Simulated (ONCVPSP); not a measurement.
Pseudopotential generation for Cr (Z = 24): ONCV, PW91, scalar-relativistic.

* Element: chromium
* Generator: ONCVPSP 4.0.1
* Type: optimised norm-conserving Vanderbilt (ONCV)
* Functional: PW91
* Relativity: scalar-relativistic
* Frozen core: [Ne]
* Valence charge: 14
* Reference configuration: 3s2 3p6 3d5 4p1
* Partial waves: 3s: rc 1.00 bohr, ncon 3, nbas 7, qcut 6.2 1/bohr, 2 projectors, debl 2.8 Ha; 3p+4p: rc 1.45 bohr, ncon 4, nbas 8, qcut 9.8 1/bohr, 2 projectors; 3d: rc 2.00 bohr, ncon 3, nbas 8, qcut 8 1/bohr, 2 projectors, debl 3.2 Ha
* Local potential: polynomial inside 0.80 bohr (lpopt 5, dvloc0 6 Ha)
* Core correction: none

All-electron outer shells of the reference configuration (PW91, scalar-relativistic, ld1.x):

```tsv
shell	level (eV)	outermost node (bohr)	outermost maximum (bohr)
2p	-562.29	–	0.20
3s	-75.38	0.36	0.78
3p	-46.89	0.33	0.80
3d	-4.33	–	0.84
4p	-1.74	1.24	3.80
```

Calculated quality:

| Item | Value |
| --- | --- |
| Ghost test | no bound ghost flagged; GHOST(+) flagged for s at 472.3 eV |
| Largest excitation error | +29 meV (all-electron minus pseudo) for 3s2 3p6 3d4 4p0, out of 4 test configurations |

Generation and tests took about 5.6 s on one core of a shared server CPU.
